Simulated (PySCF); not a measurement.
Compound: trans-Si(H2O)2Cl4.
SMILES: `O->[Si](<-O)(Cl)(Cl)(Cl)Cl`

The closed-shell ground state was solved at several levels (PySCF, density fitting, gas phase, non-relativistic). Isolated species at its PBE0-D3(BJ)/def2-SVP geometry, gas phase.

```json
{"level": "wB97X-D/def2-SVPD", "basis functions": "210", "HOMO (eV)": "-9.60", "LUMO (eV)": "0.58", "gap (eV)": "10.18", "dipole (D)": "0.52"}
{"level": "wB97X-D/pcSseg-1", "basis functions": "174", "HOMO (eV)": "-9.74", "LUMO (eV)": "0.89", "gap (eV)": "10.63", "dipole (D)": "0.60"}
```

Task: Estimate the row for PBE0/pcSseg-1, a basis of 174 functions; the other rows only guide the guess.

Result: HOMO -7.82 eV, LUMO -0.85 eV, gap 6.97 eV, dipole 0.59 D.

Task: Over all these levels, which gives the widest orbital gap and which the narrowest?

Result: wB97X-D/pcSseg-1 (range-separated hybrid) has the widest, 10.63 eV, and PBE0/pcSseg-1 (global hybrid, 25 % exact exchange) the narrowest, 6.97 eV. The two share the basis. From the narrowest to the widest the HOMO moves by -1.92 eV and the LUMO by +1.74 eV.

Task: How far do the dipole and the HOMO energy spread over the levels?

Result: The dipole runs from 0.52 to 0.60 D (mean 0.57 D) and the HOMO from -9.74 to -7.82 eV.
